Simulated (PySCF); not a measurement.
Working out the excitation energy of C

C [He] 2s2 2p2 (3P) → C [He] 2s2 2p1 3s1 (3P). All numbers are calculated (PySCF 2.14, no relativity, point nucleus, in aug-cc-pVDZ). Frozen: 1s2. Energies in hartree (1 hartree = 27.21139 eV):

```
            part   C (lower)   C (upper)
             UHF  -37.687763  -37.404538
CCSD correlation   -0.075841   -0.077627
             (T)   -0.001261   -0.001501
```

Problem. What does Hartree-Fock give?

Solution. (-37.404538) − (-37.687763) = 0.283225 hartree = 7.707 eV.

Problem. What do CCSD and CCSD(T) give?

Solution. The CCSD correlation energies differ by -0.001786 hartree = -0.049 eV and the triples by -0.000240 hartree = -0.007 eV, so CCSD gives 7.658 eV and CCSD(T) 7.651 eV.

Measured between the centres of the two terms (NIST): 7.482 eV, so CCSD(T) (valence) is off by 0.169 eV.

A double-zeta basis recovers only part of the correlation energy.

What remains against the reference includes basis incompleteness, the frozen core and higher excitations.
